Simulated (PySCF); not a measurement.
**Structure from NMR data**

The spectra below were simulated for a compound C8H11ClSi.

$^{1}$H NMR (400 MHz, computed): δ 7.77 (m, 2H), 7.69 (m, 1H), 7.67 (m, 2H), 0.57 (s, 6H).

$^{13}$C{$^{1}$H} NMR (computed): δ 144.0 (C), 138.8 (CH, 2C), 135.8 (CH), 133.1 (CH, 2C), 3.4 (CH3, 2C).

All values are calculated (PySCF 2.14): GFN2-xTB structure, PBE0/pcSseg-1 with gauge-including orbitals. No relativistic terms, isolated molecule, a single conformation, equivalent nuclei averaged.

δ = σ(ref) − σ, references computed at the same level: $^{1}$H (σref 31.72) and $^{13}$C (σref 186.93) vs TMS.

**Question.** Which of these isomers gave the spectra?
A. C[Si](C)(Cl)c1ccccc1
B. CC1=C(Cl)C=C[Si@H]1C1CC1
C. CC#CC1=CC[Si@H](Cl)CC1

**Answer.** A. 

1. The formula gives 4 degrees of unsaturation (1 ring in the answer).
2. 5 carbon signals for 8 carbons: some carbons are equivalent by symmetry or fast rotation.
3. Carbon types of the structure: 1 × C, 5 × CH, 2 × CH3, which accounts for all hydrogens.
4. δC 144.0: substituted aromatic carbon.
5. δC 138.8, 135.8, 133.1: aromatic CH; the aromatic region.
6. δC 3.4: methyl carbon bonded to Si; an electropositive neighbour leaves it electron-rich and shielded.
7. δH 7.77, 7.69, 7.67: hydrogen on an aromatic CH; aromatic region.
8. δH 0.57: hydrogen on a methyl carbon bonded to Si; an electropositive neighbour shields it, as in TMS itself.

The others: CC1=C(Cl)C=C[Si@H]1C1CC1 would give 8 carbon signals, not 5; CC#CC1=CC[Si@H](Cl)CC1 would give 8 carbon signals, not 5.

Shifts are as computed. Against solution values, carbons near 30 ppm lie about +3 ppm off and those near 130 ppm about +5 ppm. Of 1211 compounds with measured shifts, 218 miss one by over three times the rms of a fit or turn the order of signals round; such compounds aren't used in these exercises. Multiplicities follow the n + 1 count of equivalent neighbours, as no J values were calculated; m marks all less simple cases, F and P coupling included.
